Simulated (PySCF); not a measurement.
**Atomic charges by several schemes**

Species: GeF4.
Cartesian coordinates in Å at the PBE0-D3(BJ)/def2-SVP level; atoms count from 1:
```xyz
5
GeF4 angstrom
Ge     0.0000   -0.0002   -0.0006
F      0.0119   -0.0114    1.6970
F      1.5971    0.0104   -0.5773
F     -0.8092    1.3873   -0.5505
F     -0.7997   -1.3861   -0.5686
```

Density: PBE0/pcSseg-1 (pcSseg-2 on Ge) (PySCF); schemes: Mulliken, IAO, Hirshfeld and ESP-fitted. Isolated species at its PBE0-D3(BJ)/def2-SVP geometry, gas phase. The calculation is non-relativistic, for germanium too.

Problem. What partial charge does each atom carry?

Solution. In e:

| atom | environment | Mulliken | IAO | Hirshfeld | ESP-fitted |
| --- | --- | --- | --- | --- | --- |
| Ge1 | germanium bonded to 4 F | +1.416 | +1.940 | +0.771 | +1.177 |
| F2 | fluorine bonded to Ge | -0.354 | -0.485 | -0.193 | -0.294 |
| F3 | fluorine bonded to Ge | -0.354 | -0.485 | -0.192 | -0.294 |
| F4 | fluorine bonded to Ge | -0.354 | -0.485 | -0.193 | -0.294 |
| F5 | fluorine bonded to Ge | -0.354 | -0.485 | -0.193 | -0.294 |

Mean size of the charges over all atoms: IAO 0.776 e, Mulliken 0.566 e, ESP-fitted 0.471 e, Hirshfeld 0.308 e. Each set sums to the total charge, 0, to within 0.001 e. The Mulliken scheme counts on each atom the diagonal of the density matrix times the overlap matrix over that atom's basis functions. The Hirshfeld scheme weights the molecular density at each point by an atom's share of the summed free-atom densities.

Lowest charge. All schemes pick atoms of one kind: Mulliken F2, F3, F4 and F5 (-0.354); IAO F2, F3, F4 and F5 (-0.485); Hirshfeld F2, F4 and F5 (-0.193); ESP-fitted F2, F3, F4 and F5 (-0.294).

Highest charge. All schemes agree: Mulliken Ge1 (+1.416); IAO Ge1 (+1.940); Hirshfeld Ge1 (+0.771); ESP-fitted Ge1 (+1.177).

Problem. How many electrons does the Mulliken scheme count on F4?

Solution. Z − q = 9 − (-0.354) = 9.354.

Problem. Sum the charges by element, for elements with more than one atom.

Solution. 
```tsv
element	atoms	Mulliken	IAO	Hirshfeld	ESP-fitted
F	4	-1.416	-1.940	-0.771	-1.177
```
